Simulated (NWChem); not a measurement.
System: C₂H₆BNO; SMILES C=CB(N)O

Input file for NWChem:

```
start job
memory heap 200 mb stack 900 mb global 1100 mb
geometry units angstroms noautosym nocenter noautoz
  B     -0.000870    -0.488148     0.001320
  C     -0.658137     0.932827     0.005003
  C      0.046620     2.071831    -0.003665
  H     -1.748478     1.014177     0.014378
  H     -0.420918     3.055482    -0.001742
  H      1.134426     2.057358    -0.013058
  O      1.379298    -0.560476     0.001427
  H      1.711327    -1.468602    -0.001817
  N     -0.819958    -1.646368    -0.002337
  H     -0.478736    -2.597789    -0.005729
  H     -1.827795    -1.587765    -0.003299
end
basis spherical
  B library pcsseg-1
  C library pcsseg-1
  H library pcsseg-1
  O library pcsseg-1
  N library pcsseg-1
end
dft
  xc bhlyp
  iterations 150
end
property
  shielding
end
task dft property
```

The geometry was optimised at B3LYP/6-31G* (spherical d).

GIAO values for the isolated, static molecule; σ is the absolute isotropic shielding, δ = σ(reference) − σ with the isolated reference molecule computed at the same levels (13C: tetramethylsilane, 1H: tetramethylsilane, 15N: ammonia, 17O: water).

Atoms are numbered as in the input.

Problem. Predict the main results of this run. (BHandHLYP/pcSseg-1, GIAO.) Quantities: δ C2 (ppm); δ C3 (ppm); δ H4 (ppm); δ H6 (ppm); δ O7 (ppm); δ N9 (ppm); δ H11 (ppm).

Solution. 
```json
{
 "δ C2 (ppm)": "141.1",
 "δ C3 (ppm)": "145.8",
 "δ H4 (ppm)": "5.76",
 "δ H6 (ppm)": "6.50",
 "δ O7 (ppm)": "86.0",
 "δ N9 (ppm)": "67.7",
 "δ H11 (ppm)": "2.47"
}
```
